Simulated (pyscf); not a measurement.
`[OH][SiH3]` + `[OH][SiH3]` -> `[OH][SiH3]` + `[OH][SiH3]` (four-centre exchange; singlet surface; O–Si, O–Si broken, O–Si, O–Si formed). PySCF, gas phase, ωB97X-D3(BJ)/def2-SVP geometries. Energies in eV from the separated reactants.

```csv
level,barrier,reaction energy
ωB97X-D3(BJ)/def2-TZVP,0.52,0.00
r²SCAN/def2-TZVP,0.59,0.00
B3LYP-D3(BJ)/def2-TZVP,0.69,0.00
PBE0-D3(BJ)/def2-TZVP,[?],0.00
ωB97M-D3(BJ)/def2-TZVP,0.59,0.00
HF/def2-TZVP,[?],0.00
```

### Question
Some entries are withheld; supply them.

### Answer

- PBE0-D3(BJ)/def2-TZVP, barrier: 0.55
- HF/def2-TZVP, barrier: 1.29

The functionals in the table span 0.16 eV in this barrier, from ωB97X-D3(BJ) to B3LYP-D3(BJ). This is the saddle that the search found; another between the same sides may lie lower.
